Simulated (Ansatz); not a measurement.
Geometry optimisation, RHF/def2-SVP in Ansatz.

The input (input.yaml):

```yaml
crystal:
  periodic: [false, false, false]
  atoms:
    - { symbol: Mo, position_ang: [-0.199078, -0.644981, 0.070133] }
    - { symbol: F, position_ang: [0.03273, -0.209872, 1.796422] }
    - { symbol: Cl, position_ang: [2.709443, -0.770635, 0.3529] }
    - { symbol: Cl, position_ang: [0.106961, 3.582078, 0.520341] }
    - { symbol: Cl, position_ang: [-2.479077, -0.301431, 0.103254] }
    - { symbol: Cl, position_ang: [-0.218803, -2.916416, -0.246852] }
    - { symbol: Cl, position_ang: [0.28881, 0.180351, -1.994778] }
    - { symbol: O, position_ang: [0.821979, 2.115921, 0.894066] }
    - { symbol: H, position_ang: [2.848608, 0.495336, 0.231529] }
    - { symbol: H, position_ang: [0.510126, 1.861848, 1.781385] }
basis:
  gaussian: { orbitals: def2-SVP }
hamiltonian:
  xc: hf
relax:
  f_tol: 0.03
  max_steps: 50
```

Command:

```bash
$ ansatz run input.yaml --threads 4 --pin off --max-ram 5120MiB --backend cpu --events-out ev --progress --plain --runs-dir out
```

Problem. Where does it end, and by what steps?

Solution. It converged. After 25 steps the energy has fallen by 0.291 eV; H9 moved furthest, 1.37 Å. Joined: Mo1–O8 (3.06 → 2.40 Å).

| step | energy less start (eV) | largest force component (eV/Å) | accepted |
| --- | --- | --- | --- |
| 0 | 0.0000 | 1.063 | yes |
| 1 | 0.0120 | 2.401 | no |
| 2 | -0.0356 | 1.055 | yes |
| 3 | -0.0605 | 0.833 | yes |
| 4 | -0.0913 | 0.963 | yes |
| 5 | -0.1471 | 0.885 | yes |
| 6 | -0.1784 | 0.717 | yes |
| 7 | -0.1914 | 0.692 | yes |
| 8 | -0.2108 | 0.250 | yes |
| 9 | -0.2120 | 0.776 | yes |
| 10 | -0.2233 | 0.747 | yes |
| 11 | -0.2461 | 0.144 | yes |
| 12 | -0.2609 | 0.163 | yes |
| 13 | -0.2743 | 0.077 | yes |
| 14 | -0.2779 | 0.203 | yes |
| 15 | -0.2282 | 1.724 | no |
| 16 | -0.2808 | 0.140 | yes |
| 17 | -0.2789 | 0.534 | no |
| 18 | -0.2865 | 0.100 | yes |
| 19 | -0.2874 | 0.076 | yes |
| 20 | -0.2892 | 0.061 | yes |
| 21 | -0.2900 | 0.044 | yes |
| 22 | -0.2902 | 0.214 | yes |
| 23 | -0.2908 | 0.077 | yes |
| 24 | -0.2909 | 0.075 | yes |
| 25 | -0.2910 | 0.019 | yes |

```xyz
10
Properties=species:S:1:pos:R:3
Mo -0.070 -0.315 0.210
F 0.186 -0.391 2.006
Cl 2.985 -0.690 0.649
Cl -0.484 3.341 0.323
Cl -2.338 0.062 0.074
Cl -0.165 -2.568 -0.291
Cl 0.694 0.504 -1.791
O 0.165 1.948 0.971
H 3.341 -0.511 -0.563
H 0.109 2.010 1.921
```

Whether the end is a true minimum wasn't checked by a vibrational analysis.

Time of the run: 2.6 min on 4 threads of Arm Neoverse V1, with other jobs on the host, peak memory 0.65 GiB.
